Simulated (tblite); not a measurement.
Compound: C₄H₄FOS₂ (charge +1).
Atom-mapped SMILES: `[CH3:1][O:2][c+:3]1[s:4][cH:5][c:6]([F:7])[s:8]1` (hydrogens: H9, H10, H11 on C1; H12 on C5)
Bond orders are those of one Lewis drawing.

Computed with GFN2-xTB (tblite), gas phase: Langevin dynamics at 200 K from the optimised GFN2-xTB geometry, time step 0.5 fs, friction 0.01 fs⁻¹, 2000 steps. The instantaneous temperature is 2·E(kin)/(3Nk) with all 3N coordinates.

```json
{"t (fs)": "0", "T (K)": "174", "E(pot) above start (eV)": "0.000", "C1–O2 (Å)": "1.425", "O2–C3 (Å)": "1.292", "C3–S4 (Å)": "1.720", "S4–C5 (Å)": "1.722", "C5–C6 (Å)": "1.342", "C1–H9 (Å)": "1.093", "C1–O2–C3–S4 (°)": "0"}
{"t (fs)": "25", "T (K)": "144", "E(pot) above start (eV)": "0.187", "C1–O2 (Å)": "1.441", "O2–C3 (Å)": "1.292", "C3–S4 (Å)": "1.721", "S4–C5 (Å)": "1.741", "C5–C6 (Å)": "1.371", "C1–H9 (Å)": "1.040", "C1–O2–C3–S4 (°)": "10"}
{"t (fs)": "50", "T (K)": "258", "E(pot) above start (eV)": "0.243", "C1–O2 (Å)": "1.402", "O2–C3 (Å)": "1.299", "C3–S4 (Å)": "1.703", "S4–C5 (Å)": "1.689", "C5–C6 (Å)": "1.374", "C1–H9 (Å)": "1.076", "C1–O2–C3–S4 (°)": "-20"}
{"t (fs)": "75", "T (K)": "194", "E(pot) above start (eV)": "0.290", "C1–O2 (Å)": "1.464", "O2–C3 (Å)": "1.320", "C3–S4 (Å)": "1.750", "S4–C5 (Å)": "1.705", "C5–C6 (Å)": "1.350", "C1–H9 (Å)": "1.145", "C1–O2–C3–S4 (°)": "-29"}
{"t (fs)": "100", "T (K)": "198", "E(pot) above start (eV)": "0.239", "C1–O2 (Å)": "1.434", "O2–C3 (Å)": "1.292", "C3–S4 (Å)": "1.673", "S4–C5 (Å)": "1.718", "C5–C6 (Å)": "1.334", "C1–H9 (Å)": "1.107", "C1–O2–C3–S4 (°)": "-20"}
{"t (fs)": "125", "T (K)": "168", "E(pot) above start (eV)": "0.366", "C1–O2 (Å)": "1.416", "O2–C3 (Å)": "1.304", "C3–S4 (Å)": "1.774", "S4–C5 (Å)": "1.755", "C5–C6 (Å)": "1.336", "C1–H9 (Å)": "1.043", "C1–O2–C3–S4 (°)": "-30"}
{"t (fs)": "150", "T (K)": "227", "E(pot) above start (eV)": "0.202", "C1–O2 (Å)": "1.442", "O2–C3 (Å)": "1.284", "C3–S4 (Å)": "1.673", "S4–C5 (Å)": "1.750", "C5–C6 (Å)": "1.341", "C1–H9 (Å)": "1.072", "C1–O2–C3–S4 (°)": "-6"}
{"t (fs)": "175", "T (K)": "135", "E(pot) above start (eV)": "0.227", "C1–O2 (Å)": "1.475", "O2–C3 (Å)": "1.312", "C3–S4 (Å)": "1.768", "S4–C5 (Å)": "1.747", "C5–C6 (Å)": "1.346", "C1–H9 (Å)": "1.128", "C1–O2–C3–S4 (°)": "14"}
{"t (fs)": "200", "T (K)": "156", "E(pot) above start (eV)": "0.170", "C1–O2 (Å)": "1.409", "O2–C3 (Å)": "1.285", "C3–S4 (Å)": "1.707", "S4–C5 (Å)": "1.680", "C5–C6 (Å)": "1.347", "C1–H9 (Å)": "1.142", "C1–O2–C3–S4 (°)": "1"}
{"t (fs)": "225", "T (K)": "166", "E(pot) above start (eV)": "0.194", "C1–O2 (Å)": "1.398", "O2–C3 (Å)": "1.291", "C3–S4 (Å)": "1.689", "S4–C5 (Å)": "1.716", "C5–C6 (Å)": "1.333", "C1–H9 (Å)": "1.083", "C1–O2–C3–S4 (°)": "5"}
{"t (fs)": "250", "T (K)": "241", "E(pot) above start (eV)": "0.176", "C1–O2 (Å)": "1.439", "O2–C3 (Å)": "1.307", "C3–S4 (Å)": "1.745", "S4–C5 (Å)": "1.746", "C5–C6 (Å)": "1.330", "C1–H9 (Å)": "1.064", "C1–O2–C3–S4 (°)": "9"}
{"t (fs)": "275", "T (K)": "184", "E(pot) above start (eV)": "0.241", "C1–O2 (Å)": "1.452", "O2–C3 (Å)": "1.307", "C3–S4 (Å)": "1.728", "S4–C5 (Å)": "1.704", "C5–C6 (Å)": "1.319", "C1–H9 (Å)": "1.090", "C1–O2–C3–S4 (°)": "-3"}
{"t (fs)": "300", "T (K)": "199", "E(pot) above start (eV)": "0.282", "C1–O2 (Å)": "1.394", "O2–C3 (Å)": "1.326", "C3–S4 (Å)": "1.721", "S4–C5 (Å)": "1.763", "C5–C6 (Å)": "1.330", "C1–H9 (Å)": "1.117", "C1–O2–C3–S4 (°)": "5"}
{"t (fs)": "325", "T (K)": "208", "E(pot) above start (eV)": "0.419", "C1–O2 (Å)": "1.393", "O2–C3 (Å)": "1.305", "C3–S4 (Å)": "1.723", "S4–C5 (Å)": "1.776", "C5–C6 (Å)": "1.369", "C1–H9 (Å)": "1.114", "C1–O2–C3–S4 (°)": "2"}
{"t (fs)": "350", "T (K)": "276", "E(pot) above start (eV)": "0.277", "C1–O2 (Å)": "1.422", "O2–C3 (Å)": "1.322", "C3–S4 (Å)": "1.740", "S4–C5 (Å)": "1.730", "C5–C6 (Å)": "1.360", "C1–H9 (Å)": "1.067", "C1–O2–C3–S4 (°)": "-6"}
{"t (fs)": "375", "T (K)": "201", "E(pot) above start (eV)": "0.318", "C1–O2 (Å)": "1.403", "O2–C3 (Å)": "1.311", "C3–S4 (Å)": "1.684", "S4–C5 (Å)": "1.706", "C5–C6 (Å)": "1.313", "C1–H9 (Å)": "1.085", "C1–O2–C3–S4 (°)": "-1"}
{"t (fs)": "400", "T (K)": "202", "E(pot) above start (eV)": "0.374", "C1–O2 (Å)": "1.441", "O2–C3 (Å)": "1.310", "C3–S4 (Å)": "1.730", "S4–C5 (Å)": "1.716", "C5–C6 (Å)": "1.332", "C1–H9 (Å)": "1.110", "C1–O2–C3–S4 (°)": "10"}
{"t (fs)": "425", "T (K)": "250", "E(pot) above start (eV)": "0.272", "C1–O2 (Å)": "1.432", "O2–C3 (Å)": "1.298", "C3–S4 (Å)": "1.703", "S4–C5 (Å)": "1.728", "C5–C6 (Å)": "1.343", "C1–H9 (Å)": "1.097", "C1–O2–C3–S4 (°)": "-1"}
{"t (fs)": "450", "T (K)": "251", "E(pot) above start (eV)": "0.292", "C1–O2 (Å)": "1.428", "O2–C3 (Å)": "1.294", "C3–S4 (Å)": "1.782", "S4–C5 (Å)": "1.733", "C5–C6 (Å)": "1.329", "C1–H9 (Å)": "1.050", "C1–O2–C3–S4 (°)": "2"}
{"t (fs)": "475", "T (K)": "192", "E(pot) above start (eV)": "0.308", "C1–O2 (Å)": "1.436", "O2–C3 (Å)": "1.290", "C3–S4 (Å)": "1.683", "S4–C5 (Å)": "1.751", "C5–C6 (Å)": "1.344", "C1–H9 (Å)": "1.067", "C1–O2–C3–S4 (°)": "-7"}
{"t (fs)": "500", "T (K)": "195", "E(pot) above start (eV)": "0.196", "C1–O2 (Å)": "1.427", "O2–C3 (Å)": "1.309", "C3–S4 (Å)": "1.715", "S4–C5 (Å)": "1.688", "C5–C6 (Å)": "1.356", "C1–H9 (Å)": "1.111", "C1–O2–C3–S4 (°)": "-4"}
{"t (fs)": "525", "T (K)": "192", "E(pot) above start (eV)": "0.180", "C1–O2 (Å)": "1.398", "O2–C3 (Å)": "1.315", "C3–S4 (Å)": "1.753", "S4–C5 (Å)": "1.711", "C5–C6 (Å)": "1.367", "C1–H9 (Å)": "1.118", "C1–O2–C3–S4 (°)": "0"}
{"t (fs)": "550", "T (K)": "195", "E(pot) above start (eV)": "0.202", "C1–O2 (Å)": "1.400", "O2–C3 (Å)": "1.295", "C3–S4 (Å)": "1.701", "S4–C5 (Å)": "1.721", "C5–C6 (Å)": "1.357", "C1–H9 (Å)": "1.092", "C1–O2–C3–S4 (°)": "-3"}
{"t (fs)": "575", "T (K)": "176", "E(pot) above start (eV)": "0.339", "C1–O2 (Å)": "1.426", "O2–C3 (Å)": "1.313", "C3–S4 (Å)": "1.766", "S4–C5 (Å)": "1.735", "C5–C6 (Å)": "1.316", "C1–H9 (Å)": "1.099", "C1–O2–C3–S4 (°)": "10"}
{"t (fs)": "600", "T (K)": "120", "E(pot) above start (eV)": "0.492", "C1–O2 (Å)": "1.399", "O2–C3 (Å)": "1.278", "C3–S4 (Å)": "1.691", "S4–C5 (Å)": "1.779", "C5–C6 (Å)": "1.314", "C1–H9 (Å)": "1.094", "C1–O2–C3–S4 (°)": "-2"}
{"t (fs)": "625", "T (K)": "231", "E(pot) above start (eV)": "0.308", "C1–O2 (Å)": "1.400", "O2–C3 (Å)": "1.315", "C3–S4 (Å)": "1.796", "S4–C5 (Å)": "1.715", "C5–C6 (Å)": "1.352", "C1–H9 (Å)": "1.083", "C1–O2–C3–S4 (°)": "-7"}
{"t (fs)": "650", "T (K)": "218", "E(pot) above start (eV)": "0.356", "C1–O2 (Å)": "1.429", "O2–C3 (Å)": "1.300", "C3–S4 (Å)": "1.665", "S4–C5 (Å)": "1.727", "C5–C6 (Å)": "1.365", "C1–H9 (Å)": "1.094", "C1–O2–C3–S4 (°)": "8"}
{"t (fs)": "675", "T (K)": "225", "E(pot) above start (eV)": "0.354", "C1–O2 (Å)": "1.440", "O2–C3 (Å)": "1.319", "C3–S4 (Å)": "1.712", "S4–C5 (Å)": "1.708", "C5–C6 (Å)": "1.374", "C1–H9 (Å)": "1.128", "C1–O2–C3–S4 (°)": "10"}
{"t (fs)": "700", "T (K)": "239", "E(pot) above start (eV)": "0.295", "C1–O2 (Å)": "1.413", "O2–C3 (Å)": "1.319", "C3–S4 (Å)": "1.731", "S4–C5 (Å)": "1.745", "C5–C6 (Å)": "1.333", "C1–H9 (Å)": "1.082", "C1–O2–C3–S4 (°)": "14"}
{"t (fs)": "725", "T (K)": "248", "E(pot) above start (eV)": "0.340", "C1–O2 (Å)": "1.421", "O2–C3 (Å)": "1.327", "C3–S4 (Å)": "1.717", "S4–C5 (Å)": "1.696", "C5–C6 (Å)": "1.321", "C1–H9 (Å)": "1.071", "C1–O2–C3–S4 (°)": "24"}
{"t (fs)": "750", "T (K)": "184", "E(pot) above start (eV)": "0.268", "C1–O2 (Å)": "1.424", "O2–C3 (Å)": "1.329", "C3–S4 (Å)": "1.677", "S4–C5 (Å)": "1.755", "C5–C6 (Å)": "1.353", "C1–H9 (Å)": "1.110", "C1–O2–C3–S4 (°)": "5"}
{"t (fs)": "775", "T (K)": "134", "E(pot) above start (eV)": "0.253", "C1–O2 (Å)": "1.425", "O2–C3 (Å)": "1.319", "C3–S4 (Å)": "1.729", "S4–C5 (Å)": "1.705", "C5–C6 (Å)": "1.344", "C1–H9 (Å)": "1.118", "C1–O2–C3–S4 (°)": "1"}
{"t (fs)": "800", "T (K)": "191", "E(pot) above start (eV)": "0.219", "C1–O2 (Å)": "1.408", "O2–C3 (Å)": "1.297", "C3–S4 (Å)": "1.761", "S4–C5 (Å)": "1.740", "C5–C6 (Å)": "1.342", "C1–H9 (Å)": "1.091", "C1–O2–C3–S4 (°)": "2"}
{"t (fs)": "825", "T (K)": "161", "E(pot) above start (eV)": "0.196", "C1–O2 (Å)": "1.426", "O2–C3 (Å)": "1.289", "C3–S4 (Å)": "1.690", "S4–C5 (Å)": "1.704", "C5–C6 (Å)": "1.326", "C1–H9 (Å)": "1.065", "C1–O2–C3–S4 (°)": "-8"}
{"t (fs)": "850", "T (K)": "150", "E(pot) above start (eV)": "0.196", "C1–O2 (Å)": "1.483", "O2–C3 (Å)": "1.303", "C3–S4 (Å)": "1.768", "S4–C5 (Å)": "1.703", "C5–C6 (Å)": "1.330", "C1–H9 (Å)": "1.089", "C1–O2–C3–S4 (°)": "-8"}
{"t (fs)": "875", "T (K)": "100", "E(pot) above start (eV)": "0.351", "C1–O2 (Å)": "1.447", "O2–C3 (Å)": "1.285", "C3–S4 (Å)": "1.668", "S4–C5 (Å)": "1.737", "C5–C6 (Å)": "1.365", "C1–H9 (Å)": "1.095", "C1–O2–C3–S4 (°)": "-9"}
{"t (fs)": "900", "T (K)": "183", "E(pot) above start (eV)": "0.207", "C1–O2 (Å)": "1.415", "O2–C3 (Å)": "1.280", "C3–S4 (Å)": "1.794", "S4–C5 (Å)": "1.701", "C5–C6 (Å)": "1.368", "C1–H9 (Å)": "1.086", "C1–O2–C3–S4 (°)": "-10"}
{"t (fs)": "925", "T (K)": "196", "E(pot) above start (eV)": "0.240", "C1–O2 (Å)": "1.400", "O2–C3 (Å)": "1.287", "C3–S4 (Å)": "1.705", "S4–C5 (Å)": "1.700", "C5–C6 (Å)": "1.337", "C1–H9 (Å)": "1.092", "C1–O2–C3–S4 (°)": "-4"}
{"t (fs)": "950", "T (K)": "187", "E(pot) above start (eV)": "0.262", "C1–O2 (Å)": "1.455", "O2–C3 (Å)": "1.289", "C3–S4 (Å)": "1.704", "S4–C5 (Å)": "1.779", "C5–C6 (Å)": "1.334", "C1–H9 (Å)": "1.097", "C1–O2–C3–S4 (°)": "-9"}
{"t (fs)": "975", "T (K)": "168", "E(pot) above start (eV)": "0.320", "C1–O2 (Å)": "1.468", "O2–C3 (Å)": "1.282", "C3–S4 (Å)": "1.764", "S4–C5 (Å)": "1.663", "C5–C6 (Å)": "1.336", "C1–H9 (Å)": "1.101", "C1–O2–C3–S4 (°)": "-11"}
{"t (fs)": "1000", "T (K)": "193", "E(pot) above start (eV)": "0.248", "C1–O2 (Å)": "1.416", "O2–C3 (Å)": "1.281", "C3–S4 (Å)": "1.755", "S4–C5 (Å)": "1.767", "C5–C6 (Å)": "1.336", "C1–H9 (Å)": "1.087", "C1–O2–C3–S4 (°)": "6"}
```

Problem. From 500 fs on, how do temperature and potential energy compare with equipartition?

Solution. The mean temperature of these 21 frames is 185 K against the target 200 K, and the mean potential energy 0.28 eV against 30 × kT/2 = 0.26 eV for 30 classical harmonic modes. For 12 atoms in a canonical ensemble the temperature itself scatters by T·√(2/(3N)) = 47 K; here its standard deviation is 37 K. The whole run lasts only 10 friction times of 100 fs, so these averages carry a wide statistical error.

Problem. What are the kinetic and total energies of the listed frame with the highest potential energy?

Solution. The one at 600 fs, 0.492 eV above the start. Its kinetic energy is 3NkT/2 = 0.186 eV at 120 K, so the sum is 0.68 eV; over the listed frames the sum runs from 0.27 to 0.74 eV, since the thermostat adds and removes energy.

Problem. How much do the listed bonds fluctuate from 500 fs on?

Solution. 
```tsv
bond	at the start (Å)	mean (Å)	standard deviation (Å)
C1–O2	1.425	1.425	0.023
O2–C3	1.292	1.301	0.016
C3–S4	1.720	1.727	0.038
S4–C5	1.722	1.723	0.030
C5–C6	1.342	1.344	0.018
C1–H9	1.093	1.095	0.015
```

The motion is classical and holds no zero-point motion.

The cost below is that of the whole dynamics run. Hardware: an AMD EPYC 9B45 with one thread, on a shared host. Cost: 8.0 s, 0.18 GiB resident at most.
